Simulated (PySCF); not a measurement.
**Nuclear quadrupole coupling in `C[SiH2]P1CCC(=O)CC1`**

C6H13OPSi.
Structure used (GFN2-xTB), in Å, numbered top down from 1:
```
atom  x, y, z in Å
C1     3.3993    0.0997    0.9476
Si2    2.2466   -0.4917   -0.4386
P3     0.2212   -0.7834    0.4938
C4    -0.3261    0.9923    0.6324
C5    -1.8461    1.0533    0.8161
C6    -2.5514    0.5252   -0.4128
O7    -3.2666    1.2144   -1.0953
C8    -2.2689   -0.9247   -0.7372
C9    -0.7796   -1.1312   -1.0359
H10    3.1329    1.0963    1.2887
H11    4.4307    0.1276    0.6128
H12    3.3449   -0.5661    1.8042
H13    2.2542    0.4795   -1.5449
H14    2.6684   -1.7954   -0.9627
H15    0.1668    1.4392    1.4990
H16   -0.0383    1.5581   -0.2582
H17   -2.1647    2.0845    0.9874
H18   -2.1320    0.4453    1.6785
H19   -2.8711   -1.2156   -1.6015
H20   -2.5558   -1.5407    0.1193
H21   -0.6029   -2.1670   -1.3353
H22   -0.4718   -0.4802   -1.8591
```

Field gradients from the PBE0/pcSseg-1 density (PySCF, non-relativistic), principal values in atomic units, ordered |Vxx| ≤ |Vyy| ≤ |Vzz|:

```csv
atom,Vxx,Vyy,Vzz
O7,0.4984,1.5667,-2.0650
```

Task: Find the asymmetry η = (Vxx − Vyy)/Vzz and the couplings χ = eQV/h (234.96 MHz × Q in barn × V in au), with Q(17O) = −0.0256 b.

Result: 
| atom | environment | nucleus | η | χzz (MHz) | χxx (MHz) | χyy (MHz) |
| --- | --- | --- | --- | --- | --- | --- |
| O7 | ketone oxygen | 17O | 0.52 | 12.42 | -3.00 | -9.42 |

Task: What is Vzz at O7 in SI units (1 au = 9.71736 × 10²¹ V/m²)?

Result: -2.0650 au = -20.066 × 10²¹ V/m².

Task: And the gradient at the other heavy atoms, for which no coupling is worked out here?

Result: 
```
atom                     environment  Vzz (au)     η
  C1                Si-methyl carbon    -0.026  0.43
 Si2                    SiH2 silicon     0.187  0.25
  P3     three-coordinate phosphorus    -1.154  0.39
  C4  sp3 carbon bound to phosphorus    -0.088  0.96
  C5   sp3 carbon next to a carbonyl    -0.081  0.81
  C6          ketone carbonyl carbon     0.566  0.01
  C8   sp3 carbon next to a carbonyl    -0.081  0.78
  C9  sp3 carbon bound to phosphorus    -0.088  0.95
```

Task: What couplings would deuterons (Q(2H) = 0.00286 b) have in place of the hydrogens, at this geometry?

Result: 
```csv
atom,bonded to,bond length (Å),Vzz (au),η,χzz (kHz)
H10,C1,1.086,0.3243,0.01,218
H11,C1,1.085,0.3277,0.01,220
H12,C1,1.086,0.3230,0.01,217
H13,Si2,1.472,0.1574,0.01,106
H14,Si2,1.467,0.1608,0.01,108
H15,C4,1.093,0.3059,0.02,206
H16,C4,1.094,0.2996,0.03,201
H17,C5,1.093,0.2994,0.02,201
H18,C5,1.093,0.2990,0.02,201
H19,C8,1.093,0.2994,0.02,201
H20,C8,1.093,0.2986,0.02,201
H21,C9,1.093,0.3052,0.02,205
H22,C9,1.094,0.2998,0.03,201
```

Geometry: GFN2-xTB, one conformer, isolated molecule. GFN2-xTB bond lengths can be off by several hundredths of an ångström, more for odd bonds, and the gradients follow them. These gradients aren't converged with respect to the basis.
